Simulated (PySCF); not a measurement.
**A survey of 19F NMR shifts**

All values are calculated (PySCF): GFN2-xTB geometry, shieldings: GIAO PBE0/pcSseg-1. Fast rotation and ring inversion assumed for equivalent nuclei, a single conformation, in vacuum, non-relativistic.

Shieldings were converted by a linear fit to measured shifts: 19F (scatter 6.0 ppm rms, 7.0 ppm with the 5 outliers that the fit left out vs CFCl3, solution or neat liquid, with a term for F on sp3 carbon). A few per cent of atoms miss by over 2 rms, more outside the fitted compound classes.

Q: Give the 19F shifts of `CN1CCC(N([SiH3])[SiH3])=C1F`, `C#C[C@@H](F)C(F)(F)CS`, `O=[P@H]1C=C(C(F)(F)F)C([SiH3])=C1F`, `FC(F)(F)c1ccoc1[SiH3]`, `FC(Cl)(Cl)C(F)(Cl)Cl`.

A: 
| compound | environment | δ (ppm) |
| --- | --- | --- |
| CN1CCC(N([SiH3])[SiH3])=C1F | vinylic fluorine | -147.3 |
| [CH:1]#[C:2][C@@H:3]([F:4])[C:5]([F:6])([F:7])[CH2:8][SH:9] | F7: fluorine of a CF2 group | -111.8 |
| [CH:1]#[C:2][C@@H:3]([F:4])[C:5]([F:6])([F:7])[CH2:8][SH:9] | F6: fluorine of a CF2 group | -121.1 |
| [CH:1]#[C:2][C@@H:3]([F:4])[C:5]([F:6])([F:7])[CH2:8][SH:9] | F4: fluorine on an sp3 carbon | -208.9 |
| [O:1]=[P@H:2]1[CH:3]=[C:4]([C:5]([F:6])([F:7])[F:8])[C:9]([SiH3:10])=[C:11]1[F:12] | F6/7/8: fluorine of a CF3 group (×3) | -66.1 |
| [O:1]=[P@H:2]1[CH:3]=[C:4]([C:5]([F:6])([F:7])[F:8])[C:9]([SiH3:10])=[C:11]1[F:12] | F12: vinylic fluorine | -102.1 |
| FC(F)(F)c1ccoc1[SiH3] | fluorine of a CF3 group (×3) | -57.8 |
| FC(Cl)(Cl)C(F)(Cl)Cl | fluorine on an sp3 carbon (×2) | -62.0 |
